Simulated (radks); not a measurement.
All-electron atom: Co2+ in [Ar] 3d7. Calculated with a radial shooting solver on a logarithmic mesh with Libxc functionals: scalar-relativistic Kohn-Sham, Slater X-alpha with alpha = 0.667, spin-polarised, spherical densities, finite nucleus; open shells are filled with parallel spins first; Fermi nuclear charge, rms radius 3.7875 fm. Some entries of the table are withheld. Estimate them.

orbital,occ.,eigenvalue (Ry),<1/r> (bohr^-1)
1s up,1,-558.0939,26.99
1s down,1,-558.0932,26.99
2s up,1,-67.22153,5.797
2s down,1,-67.09133,5.804
2p up,3,-57.82559,5.697
2p down,3,-57.72560,5.703
3s up,1,(1),(2)
3s down,1,(3),(4)
3p up,3,-6.21228,1.690
3p down,3,-5.94832,1.682
3d up,5,-1.99983,1.318
3d down,2,-1.75632,1.289

Answer. 
(1) 3s up eigenvalue (Ry): -8.88462
(2) 3s up <1/r> (bohr^-1): 1.832
(3) 3s down eigenvalue (Ry): -8.61501
(4) 3s down <1/r> (bohr^-1): 1.826
